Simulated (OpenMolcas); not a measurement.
**Levels of Pd⁺ by method**

```yaml
Program: OpenMolcas
Basis: ANO-RCC-VTZP [7s6p4d2f1g]
Scalar_Hamiltonian: DKH2, point nucleus
Active_space: 9 electrons in 6 orbitals (4d 5s)
State_averaging: 2S+1 = 2 even, 29 roots; 2S+1 = 4 even, 10 roots kept (CI in the orbitals of an earlier block)
Spin-orbit_coupling: state interaction with AMFI integrals over the reference wave functions, term energies averaged over their components
```

Methods on the same reference wave functions:
A. CASSCF
B. SS-CASPT2, IPEA 0.25 Eh, imaginary shift 0.1 Eh (closed shells correlated: 4s 4p)
C. MS-CASPT2, IPEA 0.25 Eh, imaginary shift 0.1 Eh (closed shells correlated: 4s 4p)
D. XMS-CASPT2, IPEA 0.25 Eh, imaginary shift 0.1 Eh (closed shells correlated: 4s 4p)

Energies in cm-1 above 4d9 2D 5/2, the measured ground level; measured values from NIST Handbook of Basic Atomic Spectroscopic Data.

```csv
Level,A,B,C,D,Measured
4d9 2D 5/2,0.0,0.0,0.0,0.0,0.0
4d9 2D 3/2,3603,3600,3640,3630,3539
4d8 5s 4F 9/2,13696,23620,23720,27030,25084
4d8 5s 4F 7/2,15662,25500,25590,28910,27097
4d8 5s 4F 5/2,17401,27270,27360,30690,28929
4d8 5s 4F 3/2,18482,28250,28340,31710,29948
4d8 5s 2F 7/2,21772,30260,30360,33720,32281
4d8 5s 2F 5/2 [68 %],24488,32490,32600,36090,34425
4d8 5s 4P 5/2 [65 %],28071,34810,34910,38070,
4d8 5s 4P 1/2,31140,37560,37650,40620,
4d8 5s 2D 5/2 [66 %],32520,39080,39250,43120,
4d8 5s 2P 3/2,36625,41680,41800,45550,
4d8 5s 2G 9/2,36920,43180,43270,46830,
4d8 5s 2G 7/2,36954,43210,43310,46860,
4d8 5s 2P 1/2,37444,42290,42390,46030,
```

Deviations, from unrounded energies. A percentage is the sum of absolute deviations over the sum of measured energies, with the sign that they share, or ± where signs differ.

| Against measurement | Levels | A | B | C | D |
| --- | --- | --- | --- | --- | --- |
| mean absolute deviation (cm-1) | 7 | 9500 | 1500 | 1400 | 1500 |
| fine structure of the ground term (%) | 1 | +1.8 | +1.8 | +2.7 | +2.6 |
| other configurations (%) | 6 | -37.3 | -5.8 | -5.5 | +5.8 |

C lies closest to measurement on these levels and A furthest from it. The largest miss of C in the table is 4d8 5s 2F 7/2, by -1900 cm-1. The ranking rests on the paired levels alone, and a cruder setting can come out closer through cancelling errors.

Among B to D the level of the table that moves most is 4d8 5s 2D 5/2 [66 %], by 4000 cm-1 (lowest in B, highest in D). Moves below CASPT2's spread within the term are not significant.

The mean deviations of B to D differ by less than CASPT2's widest spread within a term (1600 cm-1), so their order carries little weight.

The lowest spin-free term lies below A's lowest term by 0.604 hartree in B, 0.605 hartree in C, 0.627 hartree in D.

Term energies are means over components that CASPT2 splits; among the terms shown or strongly mixed into the levels shown the widest spread is 1600 cm-1 (4d8 5s 2F, D). Terms from blocks run as CI alone lack orbitals of their own. A single d shell beside an s shell can misplace configurations of different d count against each other. Without dynamic correlation excited terms often stand tens of per cent too high (terms of higher spin than the ground term too low), and those without a measured partner can miss by more than the paired ones (holds for A). Computed and measured levels are paired by configuration, term and J; levels that our copy of the source lacks, or whose pairing is in doubt (as where it misses far off the trend of its configuration), stay unpaired and out of the deviations. Only configurations of the active space appear. The table leaves out levels that lie high or whose names do not pair safely across all columns.

A share in square brackets marks a mixed level and gives the weight of the term that names it, the lowest over the columns.
